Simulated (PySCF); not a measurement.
**[MnN2]-, singlet: molecular constants**

Computed with PySCF, B3LYP, basis Mn def2-SVPD, N def2-SVPD (no relativity, density fitting).

The structure is a minimum.

```
Point group                                                                   : C2v
Bond lengths                                                                  : Mn–N 1.560 Å (×2)
Bond angles                                                                   : N–Mn–N 106.8°
Rotational symmetry number                                                    : 2
Heat capacity Cp at 298.15 K                                                  : 41.3 J/(mol K)
Entropy at 298.15 K and 1 bar                                                 : 254.6 J/(mol K)
Highest occupied level                                                        : 0.28 eV
Lowest empty level                                                            : 2.22 eV
Principal quadrupole moments (Buckingham, traceless) about the centre of mass : -7.71, 1.99, 5.71 D Å
Dipole moment about the centre of mass                                        : 2.35 D
Zero-point energy                                                             : 15.6 kJ/mol
Principal polarisabilities                                                    : 85.6, 96.5, 106.1 bohr³
Enthalpy at 298.15 K above 0 K                                                : 10.70 kJ/mol
Rotational constants                                                          : 1.049, 0.3837, 0.2809 cm⁻¹
```

Harmonic modes (masses in u: Mn 54.938, N 14.003):
```json
{"symmetry": "a1", "ω (cm⁻¹)": "476", "IR (km/mol)": "18.5", "μ (u)": "15.79"}
{"symmetry": "b2", "ω (cm⁻¹)": "1017", "IR (km/mol)": "111", "μ (u)": "17.16"}
{"symmetry": "a1", "ω (cm⁻¹)": "1114", "IR (km/mol)": "140", "μ (u)": "16.25"}
```

In C2v the vibrations span 2a1 + b2. Here b1 is antisymmetric to the molecular plane and b2 lies in it.

Charges (e); Mulliken and Löwdin values are unreliable with diffuse functions:
| atom | Mulliken | Löwdin | polar tensor | Mayer order to Mn1 |
| --- | --- | --- | --- | --- |
| Mn1 | -0.26 | 0.00 | 0.24 | – |
| N2,3 | -0.37 | -0.50 | -0.62 | 2.50 |

Mulliken populations on Mn1: s 7.32, p 12.55, d 5.39, f 0.01.

Outer orbital energies (eV). occupied: -12.69, -3.85, -3.57, -2.64, -2.45, -2.36, -0.06, 0.28; empty: 2.22, 2.40, 4.58, 4.60.

The highest occupied level lies above zero, a sign of self-interaction error or too small a basis; response properties are unreliable. Other isomers or separated fragments may lie lower. The lowest empty level of this anion is unbound, so it and the gap depend on the basis. At this level a broken-symmetry Ms = 1 minimum of C∞v symmetry lies 312 kJ/mol below this structure. At the minimum of this search the closed-shell solution is unstable towards spin polarisation, so a lower open-shell solution exists.

The final relaxation and frequency run took about 90 core-seconds on a shared host.
